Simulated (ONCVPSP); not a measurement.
## Cutoff test, S (Z = 16), ONCV

```json
{"Element": "sulfur", "Generator": "ONCVPSP 4.0.1", "Type": "optimised norm-conserving Vanderbilt (ONCV)", "Functional": "LDA (Perdew-Wang 92)", "Relativity": "fully relativistic", "Frozen core": "[Ne]", "Valence charge": "6", "Reference configuration": "3s2 3p4", "Partial waves": "3s: rc 1.20 bohr, ncon 4, nbas 7, qcut 6.4 1/bohr, 2 projectors, debl 2.3 Ha; 3p: rc 1.20 bohr, ncon 4, nbas 8, qcut 6.8 1/bohr, 3 projectors, debl 3.2 Ha", "Local potential": "polynomial inside 1.05 bohr (lpopt 3, dvloc0 0 Ha)", "Core correction": "none"}
```

Open shells are filled in proportion to 2j + 1.

Q: For each optimised wave give the share of its norm inside rc, the residual kinetic energy above qcut (Ha) and the cutoffs (Ha) for errors of 10, 1, 0.1 and 0.01 mHa per electron.

A:

```
               wave  norm inside rc  residual KE  10 mHa  1 mHa  0.1 mHa  0.01 mHa
                 3s           0.224      7.3e-04     8.7   14.1     77.7      97.6
      s projector 2           0.138      2.8e-03    15.5   26.4    108.7     129.0
           3p j=3/2           0.142      6.9e-04     4.2   10.3    125.1     150.7
p projector 2 j=3/2           0.090      2.9e-02    56.7  174.5    199.1     288.9
p projector 3 j=3/2           0.062      2.7e-02   106.3  235.8    289.0     392.6
           3p j=1/2           0.144      6.4e-04     4.2    7.7    124.0     150.1
p projector 2 j=1/2           0.090      2.7e-02    54.3  173.9    198.6     280.9
p projector 3 j=1/2           0.062      2.5e-02   103.8  235.4    286.0     390.4
```

The occupied waves need 14 Ha and 125 Ha for 1 and 0.1 mHa. Note: ghosts flagged at negative energy: s at -176.9 eV, p3/2 at -120.0 eV, p1/2 at -119.7 eV; GHOST(+) flags only above 600 eV. A true bound ghost makes a file unfit for plane-wave use.
